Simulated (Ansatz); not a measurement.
The cluster CuCl2⁻ was relaxed with B3LYP-D4 (def2-TZVPD) in Ansatz in these states: charge -1 quintet, charge -1 singlet, charge -1 triplet. The geometries follow in no particular order.

A:

```
atom   x (Å)   y (Å)   z (Å)
 Cu1   0.000   0.000   0.000
 Cl2  -1.140   0.736  -1.677
 Cl3   1.140  -0.736   1.677
```

B:

```xyz
3

Cu    0.6373    0.1455   -0.6797
Cl   -1.4735    0.8993   -0.5351
Cl    0.8362   -1.0448    1.2148
```

C:

```xyz
3

Cu    0.584    0.035   -0.926
Cl    1.979   -0.082   -2.722
Cl   -2.563    0.047    3.648
```

Q: Judge from the bond lengths which geometry belongs to which state (an estimate).

A: A is the charge -1 singlet (Cu1–Cl3 2.157 Å, Cu1–Cl2 2.157 Å); B is the charge -1 triplet (Cu1–Cl3 2.246 Å, Cu1–Cl2 2.246 Å); C is the charge -1 quintet (Cu1–Cl3 5.552 Å, Cu1–Cl2 2.277 Å).

At B3LYP-D4/def2-TZVPD the highest occupied level of the charge -1 triplet lies above zero (up to 0.11 eV). It is a level of α spin, whose loss leaves a doublet; that state wasn't run at this geometry and level. The electron is either unbound and held by the finite basis, or the level is raised by self-interaction error. At B3LYP-D4/def2-TZVPD the highest occupied level of the charge -1 quintet lies above zero (up to 1.65 eV). It is a level of α spin, whose loss leaves a quartet; that state wasn't run at this geometry and level. The electron is either unbound and held by the finite basis, or the level is raised by self-interaction error. At PBE0-D4/def2-TZVPD a singlet lies 3.17 eV below the charge -1 triplet. At PBE0-D4/def2-TZVPD a singlet lies 9.37 eV below the charge -1 quintet. These are the stationary points nearest to one start from a short search; other shapes may lie lower in each state. The charge -1 quintet has come apart into loosely held pieces.
